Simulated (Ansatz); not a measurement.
`C[O][Al]([CH3])[Cl]` → `C[O][Al][Cl]`• + `[CH3]`• at 700 K and 1 bar (homolysis of the Al–C bond).

Gas-phase electronic energies from Ansatz, PBE0-D4/def2-TZVP geometries. CCSD(T)/CBS is the MP2 limit (def2-TZVPP, def2-QZVPP) plus CCSD(T) − MP2 in def2-TZVPP, frozen cores. This one scheme is used for every species. Open shells (•) are unrestricted, without spin–orbit coupling. Each species was taken in one conformer, which may not be the lowest.

| species | CCSD(T)/CBS energy (Eh) | H − E (kJ/mol) | S (J/(mol·K)) |
| --- | --- | --- | --- |
| `C[O][Al]([CH3])[Cl]` | -856.81320 | 291.6 | 504.0 |
| `C[O][Al][Cl]`• | -816.89010 | 169.9 | 416.8 |
| `[CH3]`• | -39.78218 | 106.9 | 232.5 |

H − E and S are ideal-gas, rigid-rotor, harmonic terms from PBE0-D4/def2-TZVP, for one conformer and one mirror image of each species, with the whole ground term of open shells counted as degenerate. 1 Eh = 2625.50 kJ/mol, R = 8.31446 J/(mol·K).

Q: By hand: ΔE, ΔH, ΔS and ΔG.

A: ΔE = (-816.89010) + (-39.78218) − (-856.81320) = 0.14092 Eh = 370.0 kJ/mol. Δ(H − E) = 169.9 + 106.9 − 291.6 = -14.8, so ΔH = 355.2 kJ/mol. ΔS = 416.8 + 232.5 − 504.0 = 145.3 J/(mol·K). ΔG = 355.2 − 700 × (145.3)/1000 = 253.5 kJ/mol.

Q: By hand: the equilibrium constant, and the temperature at which ΔG would vanish if ΔH and ΔS stayed fixed.

A: log₁₀ K = −ΔG/(RT ln 10) = -18.9. ΔG = 0 at ΔH/ΔS = 2445 K.

The number of gas molecules changes by +1, which sets the sign of ΔS. A doubt of 5 kJ/mol in ΔE shifts log₁₀ K by 0.4 here. Other conformers and mirror images would add mixing entropy, several J/(mol·K) or more a flexible species. Modes under 60 cm⁻¹, often nearly free rotors, make the harmonic entropy too high. These are equilibria of isolated gas molecules and say nothing of rates. Largest T1 diagnostic: 0.013 (customary marks: 0.02 for closed shells, 0.045 for open ones).
